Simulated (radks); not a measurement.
Values are calculated unless marked as measured or tabulated.
How relativity changes the ionisation of the gadolinium ion Gd3+ ([Xe] 4f7) to Gd4+ ([Xe] 4f6). Spin-unpolarised spherical Kohn-Sham, LDA (Slater exchange, Perdew-Wang correlation), point nucleus unless stated (finite: rms radius 5.1569 fm), a radial shooting solver on a logarithmic mesh with Libxc functionals. A level marked "c x" has the speed of light scaled by that factor and shares open shells by 2j + 1; other Dirac levels either fill j = l - 1/2 first or share by 2j + 1.

| level | E(Gd3+) (hartree) | E(Gd4+) (hartree) | IE (eV) | HOMO | <r> HOMO (bohr) |
|---|---|---|---|---|---|
| non-rel. | -10815.2122 | -10813.4358 | 48.340 | 4f | 0.8153 |
| scalar-rel. | -11262.1232 | -11260.5122 | 43.837 | 4f | 0.8504 |
| scalar-rel., finite nucleus | -11261.2650 | -11259.6540 | 43.839 | 4f | 0.8504 |
| Dirac, 2j+1 shares | -11271.0842 | -11269.4768 | 43.738 | 4f7/2 | 0.8558 |
| Dirac, low j first | -11271.1684 | -11269.5809 | 43.199 | 4f7/2 | 0.8579 |
| Dirac, 2j+1 shares, finite nucleus | -11270.2209 | -11268.6135 | 43.740 | 4f7/2 | 0.8558 |
| Dirac, c x 3 | -10861.0558 | -10859.2983 | 47.825 | 4f7/2 | 0.8193 |
| Dirac, c x 5 | -10831.5958 | -10829.8262 | 48.154 | 4f7/2 | 0.8167 |
| Dirac, c x 10 | -10819.2956 | -10817.5209 | 48.293 | 4f7/2 | 0.8156 |

NIST Atomic Spectra Database: 44.4 eV (semi-empirical). The relativistic part of the total energy of Gd3+ is -455 hartree (Dirac, 2j+1 shares, finite nucleus), 4.2 % of the non-relativistic value. Spin polarisation and multiplet splitting of open shells are left out at every level.

Beside tabulated values, note that relativity, absent from the non-relativistic runs, is large for the heavy elements, and spin-unpolarised runs miss the spin-polarisation part of the exchange energy of open shells. No tabulated value is given for the 4+ ions of Nd, Pm and Eu to Yb, where it belongs to another shell than the one emptied here.
